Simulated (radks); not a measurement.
Problem. The mean radii <r> (bohr) of the occupied orbitals of an atom or ion are listed with their occupations. Method: non-relativistic Kohn-Sham, LDA (Slater exchange, Perdew-Wang correlation), spin-unpolarised, spherical densities, point nucleus; computed with a radial shooting solver on a logarithmic mesh with Libxc functionals.

orbital  occ.      <r>
1s          2  0.02817
2s          2   0.1211
2p          6   0.1030
3s          2   0.3207
3p          6   0.3107
3d         10   0.2811
4s          2   0.7372
4p          6   0.7637
4d          8   0.8350
5s          2    1.669
5p          2    1.827
5d          2    2.277

Name the element and its charge.

Solution. Z = 54, xenon, charge +4: Xe4+ in [Kr] 4d8 5s2 5p2 5d2. The 1s radius gives Z: for a bare nucleus <r> = 1.5/Z, 0.02778 bohr for Z = 54, and screening makes it slightly larger (0.02817 here). The occupations add up to 50, and the charge is Z minus that.
